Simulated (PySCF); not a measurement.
# Computed properties of Se(Cl)(OH) (ClHOSe), SMILES Cl[Se]O

ClHOSe, SMILES O[Se]Cl. Coordinates come from a TPSSh-D3(BJ)/def2-TZVP optimisation. Other conformers were not sampled. All values are computed for the isolated molecule unless a solvent is named; none is compared with measurement here.

**Structure.** All 6 harmonic modes at TPSSh-D3(BJ)/def2-TZVP (PySCF) are real, so it is a minimum. With heavy atoms numbered as in [Se:1]([Cl:2])[OH:3], the shortest bond between them is Se1–O3 at 1.787 Å and the longest Se1–Cl2 at 2.181 Å.

**Vibrations.** The strongest infrared lines (harmonic, unscaled, degenerate partners summed) lie at 478 cm⁻¹ (117 km/mol, H 89 %, O 9 %), 3736 cm⁻¹ (85 km/mol, H 94 %), 678 cm⁻¹ (68 km/mol, O 81 %, Se 17 %). The softest mode is at 210 cm⁻¹ and the zero-point energy is 9.4 kcal/mol.

**Electronic structure.** r2SCAN/def2-TZVPD (PySCF) places the frontier levels at -5.90 and -2.93 eV, a gap of 2.97 eV, and gives a dipole moment of 1.75 D and a mean polarisability of 49.3 bohr³.

**Excitations.** TDDFT-B3LYP/def2-SVPD (PySCF) has S1 at 2.95 eV (420 nm, f = 0.001, dark); the most intense of the 10 singlets computed lies at 6.81 eV (f = 0.03). T1 (TDA) is at 2.24 eV.

**NMR.** GIAO shifts at HF/pcSseg-2 (PySCF) (non-relativistic, atoms alike by connectivity averaged): ¹H at 5.2 ppm against TMS. Without spin–orbit terms, shifts of atoms bonded to Cl or Br come out too high.
